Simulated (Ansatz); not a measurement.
`N=C=[CH][GaH2]` + `C[SeH]` → `C[Se][GaH2]` + `C=C=N` at 500 K and 1 bar (ligand exchange at a Ga–C bond).

Gas-phase electronic energies from Ansatz, PBE0-D4/def2-TZVP geometries. CBS: MP2 limit from def2 TZ/QZ plus the TZ coupled-cluster correction, frozen cores. This one scheme is used for every species. For Ga, Se outer-core shells are correlated without core-valence functions, which leaves a few kJ/mol of doubt a bond. Scalar relativity is left out up to krypton. Each species was taken in one conformer, which may not be the lowest.

```
         species  CCSD(T)/CBS energy (Eh)  H − E (kJ/mol)  S (J/(mol·K))
`N=C=[CH][GaH2]`              -2057.09147           164.9          368.7
        `C[SeH]`              -2441.15625           142.1          299.3
   `C[Se][GaH2]`              -4365.72567           173.7          387.2
         `C=C=N`               -132.55079           140.3          282.8
```

H − E and S are ideal-gas, rigid-rotor, harmonic terms from PBE0-D4/def2-TZVP, for one conformer and one mirror image of each species. 1 Eh = 2625.50 kJ/mol, R = 8.31446 J/(mol·K).

Problem. By hand: ΔE, ΔH, ΔS and ΔG.

Solution. ΔE = (-4365.72567) + (-132.55079) − (-2057.09147) − (-2441.15625) = -0.02874 Eh = -75.5 kJ/mol. Δ(H − E) = 173.7 + 140.3 − 164.9 − 142.1 = 7.0, so ΔH = -68.5 kJ/mol. ΔS = 387.2 + 282.8 − 368.7 − 299.3 = 2.0 J/(mol·K). ΔG = -68.5 − 500 × (2.0)/1000 = -69.5 kJ/mol.

Problem. By hand: the equilibrium constant, and the temperature at which ΔG would vanish if ΔH and ΔS stayed fixed.

Solution. log₁₀ K = −ΔG/(RT ln 10) = 7.3. ΔH and −TΔS have one sign here, so there is no such temperature. One of them is within its doubt of zero, so this could turn.

The number of gas molecules stays the same, so ΔS is small and ΔH decides. A doubt of 5 kJ/mol in ΔE shifts log₁₀ K by 0.5 here. Other conformers and mirror images would add mixing entropy, several J/(mol·K) or more a flexible species. These are equilibria of isolated gas molecules and say nothing of rates. Largest T1 diagnostic: 0.015 (customary marks: 0.02 for closed shells, 0.045 for open ones).
